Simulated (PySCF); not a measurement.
C2H8O3Si2.
SMILES: `CC(=O)O[SiH2]O[SiH3]`

The closed-shell SCF was solved with PySCF and density fitting under several settings on one GFN2-xTB geometry (grid level 2 and gas phase unless stated).

| settings | basis functions | SCF cycles | E (Eh) | HOMO (eV) | LUMO (eV) | dipole (D) |
| --- | --- | --- | --- | --- | --- | --- |
| PBE0/pcSseg-1 | 173 | 14 | -885.1774 | -8.10 | 0.15 | 2.05 |
| PBE0/def2-SVPD | 221 | 14 | -884.8366 | -8.19 | -0.13 | 2.03 |

Problem. Estimate the rows for these settings: (1) PBE0/Sadlej pVTZ, energy threshold 1e-11 Eh; (2) wB97X-D/pcSseg-0, start guess vsap, energy threshold 1e-07 Eh.

Solution. 
```
                                                     settings  basis functions  SCF cycles     E (Eh)  HOMO (eV)  LUMO (eV)  dipole (D)
                  PBE0/Sadlej pVTZ, energy threshold 1e-11 Eh              256          13  -885.3017      -8.11      -0.32        2.03
wB97X-D/pcSseg-0, start guess vsap, energy threshold 1e-07 Eh               87          10  -884.2782     -10.04       2.05        2.01
```

Problem. Over all rows, what range does the HOMO–LUMO gap span?

Solution. From 7.79 eV (PBE0/Sadlej pVTZ, energy threshold 1e-11 Eh) to 12.09 eV (wB97X-D/pcSseg-0, start guess vsap, energy threshold 1e-07 Eh). The functional of the narrowest has 25 % exact exchange, that of the widest range-separated exact exchange.

Problem. And the dipole moment?

Solution. From 2.01 D (wB97X-D/pcSseg-0, start guess vsap, energy threshold 1e-07 Eh) to 2.05 D (PBE0/pcSseg-1); the largest is 1.02 times the smallest, and the median is 2.03 D.

Problem. Compare two rows with the functional PBE0: PBE0/pcSseg-1 and PBE0/Sadlej pVTZ, energy threshold 1e-11 Eh. Which energy is lower, and by how much?

Solution. PBE0/Sadlej pVTZ, energy threshold 1e-11 Eh (256 functions) lies 0.1243 Eh or 78 kcal/mol below PBE0/pcSseg-1 (173 functions).

wB97X-D ran without the empirical dispersion term, which would shift the total energy alone. Cycle counts include a coarse-grid stage where the run had one.

Conformer computed: `[CH3:1][C:2](=[O:3])[O:4][SiH2:5][O:6][SiH3:7]`: C1–C2–O4–Si5 180°, C2–O4–Si5–O6 180°, O4–Si5–O6–Si7 180°.

One conformer stands for the species.
